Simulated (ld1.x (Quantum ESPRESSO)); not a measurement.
**Transferability test, PAW potential for Sb (Z = 51)**

- Element: Sb
- Generator: ld1.x (Quantum ESPRESSO) 7.5
- Type: PAW
- Functional: PBEsol
- Relativity: scalar-relativistic
- Frozen core: [Kr]
- Valence charge: 15
- Reference configuration: 4d10 5s2 5p3
- Partial waves: 5s (bound): rcut 1.30, rcutus 1.80 bohr; 5s channel at 0.05 Ry: rcut 1.30, rcutus 1.80 bohr; 5p (bound): rcut 1.55, rcutus 2.10 bohr; 5p channel at -0.05 Ry: rcut 1.55, rcutus 2.10 bohr; 4d (bound): rcut 0.80, rcutus 0.95 bohr; 4d channel at -2.05 Ry: rcut 0.80, rcutus 0.95 bohr
- Local potential: all-electron potential smoothed inside 1.20 bohr (lloc = -1)
- Core correction: a·sin(br)/r model core inside 0.70 bohr
- Augmentation charge: PSQ, inside the norm-conserving radii

Energies are relative to the spin-unpolarised reference configuration 4d10 5s2 5p3; without spin polarisation the order of configurations can differ from experiment. The frozen-core shift is the all-electron ΔE with the core orbitals held at their reference shape minus the fully relaxed ΔE.

| valence configuration | charge | ΔE all-electron (eV) | error AE − PS (meV) | frozen-core shift (meV) |
| --- | --- | --- | --- | --- |
| 4d10 5s2 5p2 | +1 | 8.344 | -2.6 | +1.6 |
| 4d10 5s2 5p0 | +3 | 48.800 | -17 | +14 |
| 4d10 5s1 5p0 | +4 | 93.133 | -40 | +35 |
| 4d10 5s2 5p2.5 | +0.5 | 3.273 | -1.0 | +0.6 |
| 4d10 5s1 5p3 | +1 | 17.108 | -4.6 | +2.6 |
| 4d10 5s0 5p5 | 0 | 16.494 | -4.0 | +2.2 |

Task: What are ΔE and the potential's error for 4d10 5s2 5p1?

Result: ΔE = 24.356 eV all-electron; the error (AE − PS) is -7.7 meV.

Note: ghost states, extra bound levels that the all-electron valence spectrum of the same l lacks: s at -209.7 eV, p at -42.9 eV. A true bound ghost makes a file unfit for plane-wave use.
